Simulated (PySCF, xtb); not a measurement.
GeI, SMILES [Ge][I] (connectivity only; charge and spin as stated), charge +1, multiplicity 1.

GFN2-xTB (xtb) at its own geometry gives an orbital gap of 3.29 eV.

Coordinates come from a B3LYP-D3(BJ)/def2-TZVP optimisation. The multiplicity is an assumed one; other spin states were not compared. The def2 effective core potentials stand for the cores of I; spin–orbit coupling is left out.

Q: What does B3LYP/def2-TZVPD (PySCF) give? (The exact figures need the calculation; the answer reports its results.)

A: gap 4.62 eV (levels -13.93 and -9.31 eV).
